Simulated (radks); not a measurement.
The numbers below are computed, except where a source is named.
Coulomb parameter of the 5d shell of the iridium ion Ir2+ in the model configuration [Xe] 4f14 5d6 6s1, as a second difference U = [E(n + 0.5) + E(n - 0.5) - 2 E(n)] / (0.5)^2 with all orbitals relaxed. "Bare": the charge of the atom changes with n. "Screened": the 6s shell takes up the change at fixed total charge, which measures U(5d,5d) + U(6s,6s) - 2 U(5d,6s). Code: a radial shooting solver on a logarithmic mesh with Libxc functionals. Model: scalar-relativistic Kohn-Sham, PBEsol, spin-unpolarised, spherical densities, finite nucleus; Fermi nuclear charge, rms radius 5.4032 fm.

case                   configuration  E - E(n) (eV)
start              [Xe] 4f14 5d6 6s1          0.000
bare +0.5        [Xe] 4f14 5d6.5 6s1        -11.948
bare -0.5        [Xe] 4f14 5d5.5 6s1         14.995
screened +0.5  [Xe] 4f14 5d6.5 6s0.5         -1.901
screened -0.5  [Xe] 4f14 5d5.5 6s1.5          2.190

U(bare) = 12.187 eV, U(screened by 6s) = 1.157 eV, against the Slater integral F0(5d,5d) = 15.572 eV with frozen orbitals.
